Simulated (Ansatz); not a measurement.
# Worked example: CH7ClSi2 + GeH2Cl → CH7Si2 + GeH2Cl2

Species: CH7ClSi2 `[SiH3]C[SiH2]Cl`, singlet; GeH2Cl `[Cl][GeH2]`, doublet; CH7Si2 `[SiH2]C[SiH3]`, doublet; GeH2Cl2 (dichlorogermane) `[Cl][GeH2][Cl]`, singlet. A radical takes Cl: the energy is the difference in strength between the Si–Cl bond broken and the Ge–Cl bond made.

Shapes, held fixed at every level: PBE0-D4/def2-TZVP. Flexible molecules stand in one conformer, not always the lowest. Programs: Ansatz 0.2.0. The zero-point and thermal change to 298 K, harmonic and unscaled (PBE0-D4/def2-TZVP), is -1.2 kJ/mol.

At CCSD(T)/def2-TZVPP; 1 Eh = 2625.50 kJ/mol:

| species | energy (Eh) |
| --- | --- |
| CH7ClSi2 | -1080.133570 |
| GeH2Cl | -2536.521267 |
| CH7Si2 | -620.292306 |
| GeH2Cl2 | -2996.340557 |

Question: Work out ΔH(298 K) of the reaction at this level.

Answer: 
1. Products less reactants: (-620.292306) + (-2996.340557) − [(-1080.133570) + (-2536.521267)] = 0.021974 Eh = +57.7 kJ/mol.
2. With the thermal change: +57.7 + (-1.2) = +56.5 kJ/mol.

Other levels give +47.9 (MP2/def2-SVP) to +63.2 kJ/mol (BHLYP-D4/def2-TZVPP). No measured value is set beside it here. Open shells run unrestricted unless RO is named. Relativity is left out for Ge unless named. Correlated rows may include outer-core shells of Ge, which these sets cover unevenly.
